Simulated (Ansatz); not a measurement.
Calculated with Ansatz (gas phase, PBE0-D4/def2-TZVP geometries, no zero-point term in ΔE). CBS: MP2 limit from def2 TZ/QZ plus the TZ coupled-cluster correction, frozen cores. This one scheme is used for every species. Functionals use def2-TZVPP. B3LYP here is the variant with VWN-RPA as its local correlation; programs differ in this. Each species was taken in one conformer, which may not be the lowest.

`C=CB(S)Cl` + CH₃OH → `C=COC` + `SBCl`  (substitution at a C–B bond)

Problem. Is it downhill or uphill in electronic energy at CCSD(T)/CBS, and by how much? (An estimate is asked.)

Solution. The calculation gave: Uphill: ΔE = +15.2 kcal/mol.

Problem. What do these levels give: PBE-D4, B2PLYP, B3LYP, MP2/def2-TZVPP, CCSD/def2-TZVPP, MP2/def2-QZVPP? (An estimate is asked.)

Solution. Ansatz gave: PBE-D4 12.7, B2PLYP 13.4, B3LYP 12.4, MP2/def2-TZVPP 15.5, CCSD/def2-TZVPP 14.5, MP2/def2-QZVPP 16.0 kcal/mol.

Largest T1 diagnostic among the species: 0.013.

The D4 term adds +1.1 kcal/mol with B3LYP and +0.6 kcal/mol with PBE0; it sums over pairs of atoms, weighted by their polarisabilities, and B3LYP, whose exchange is more repulsive, gets the larger term. From PBE to PBE0 (25 % exact exchange), in def2-TZVPP and without D4, ΔE moves by +1.0 kcal/mol. In def2-TZVPP, CCSD(T) changes the Hartree–Fock value by +1.0 kcal/mol (the triples alone add −0.0 kcal/mol) and MP2 by +2.1 kcal/mol.
